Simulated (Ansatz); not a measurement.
Consider the formal hydrolysis of a Ge–O bond: `C[O][Ge]([CH3])([NH2])[Cl]` + H₂O → `[CH3][Ge]([NH2])([OH])[Cl]` + CH₃OH.

Program: Ansatz. Geometries: PBE0-D4/def2-TZVP. ΔE: electronic, gas phase. CCSD(T)/CBS adds triple-zeta CCSD(T) − MP2 to the extrapolated MP2 energy (def2 sets, frozen cores). This one scheme is used for every species. DFT in def2-TZVPP. B3LYP here is the variant with VWN-RPA as its local correlation; programs differ in this. For Ge outer-core shells are correlated without core-valence functions, which leaves a few kJ/mol of doubt a bond. Scalar relativity is left out up to krypton. One conformer a species, not always the lowest.

| level | ΔE (kJ/mol) | difference from CCSD(T)/CBS |
| --- | --- | --- |
| PBE-D4 | -0.2 | -4.1 |
| r2SCAN-D4 | -0.6 | -4.5 |
| r2SCAN | -2.2 | -6.1 |
| B3LYP | -6.1 | -10.0 |
| MP2/def2-TZVPP | 4.4 | 0.5 |
| SCS-MP2/def2-TZVPP | 1.9 | -2.0 |
| CCSD/def2-TZVPP | 1.3 | -2.6 |
| CCSD(T)/def2-TZVPP | 2.9 | -1.0 |
| HF/CBS(def2) | -7.1 | -11.0 |
| MP2/CBS(def2) | 5.4 | 1.5 |
| CCSD(T)/CBS | 3.9 | 0 |

Largest T1 diagnostic among the species: 0.010.

The D4 term adds +7.4 kJ/mol with B3LYP and +4.5 kJ/mol with PBE0; it sums over pairs of atoms, weighted by their polarisabilities, and B3LYP, whose exchange is more repulsive, gets the larger term. In def2-TZVPP, CCSD(T) changes the Hartree–Fock value by +10.3 kJ/mol (the triples alone add +1.7 kJ/mol) and MP2 by +11.8 kJ/mol.
